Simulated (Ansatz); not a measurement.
`[F][Sn]([F])([F])[SeH]`, one more setting.

```yaml
crystal:
  periodic: [false, false, false]
  atoms:
    - {symbol: F, position_ang: [-0.521099, -1.011893, 1.553875]}
    - {symbol: Sn, position_ang: [0.242890, -0.529296, 0.045679]}
    - {symbol: F, position_ang: [2.084344, -0.968454, 0.279745]}
    - {symbol: F, position_ang: [-0.217098, -1.837914, -1.112386]}
    - {symbol: Se, position_ang: [-0.094594, 1.982881, -0.488997]}
    - {symbol: H, position_ang: [-1.534145, 1.868301, -0.645579]}
basis:
  gaussian: {orbitals: x2c-TZVPPall}
hamiltonian: {xc: {name: r2SCAN0}}
accuracy: high
output: {forces: true}
```

```sh
$ ansatz run in.yaml --threads 4 --pin off --events-out ev --progress --plain --max-ram 10444MiB
```

Shortened log:

```
Functional definition: r2SCAN0
3582 factors; integrals over basis functions are off by at most 4.9e-8 eV
mean field evaluation 1: about -242365.4549 eV, gradient 6.1e1 eV
mean field evaluation 2: about -242356.3286 eV, gradient 1.0e2 eV
mean field evaluation 4: about -242370.7294 eV, gradient 3.8e0 eV
mean field evaluation 8: about -242370.8849 eV, gradient 4.3e-1 eV
mean field evaluation 16: about -242370.8852 eV, gradient 2.2e-4 eV
mean field -242370.88523407 eV, -8906.9657474655 hartree, gradient 2.2e-8 eV, S^2 0.000000; 0 other end points of the search recorded, 0 dependent functions left out
reference -242370.88523464 eV, -8906.9657474864 hartree; 56, 56 occupied and 159, 159 virtual orbitals, 3582 factors
Total energy: -242370.88523464 eV, -8906.9657474864 hartree
Relativity: scalar
Atom 0 at    -0.521099    -1.011893     1.553875 Å, force    -2.188649    -1.313010     4.183559 eV/Å
Atom 1 at     0.242890    -0.529296     0.045679 Å, force     3.158377     3.966633    -2.557806 eV/Å
Atom 2 at     2.084344    -0.968454     0.279745 Å, force    -0.406085     0.346150    -0.023930 eV/Å
Atom 3 at    -0.217098    -1.837914    -1.112386 Å, force    -0.873471    -1.734280    -1.794261 eV/Å
Atom 4 at    -0.094594     1.982881    -0.488997 Å, force     0.467981    -1.051052     0.160864 eV/Å
Atom 5 at    -1.534145     1.868301    -0.645579 Å, force    -0.158153    -0.214441     0.031575 eV/Å
Dipole moment:    -0.399602     0.649802    -0.167106 e Å
```

Run time 22 s (4 threads of an Arm Neoverse V2 on a shared host); peak host memory 1.5 GiB.
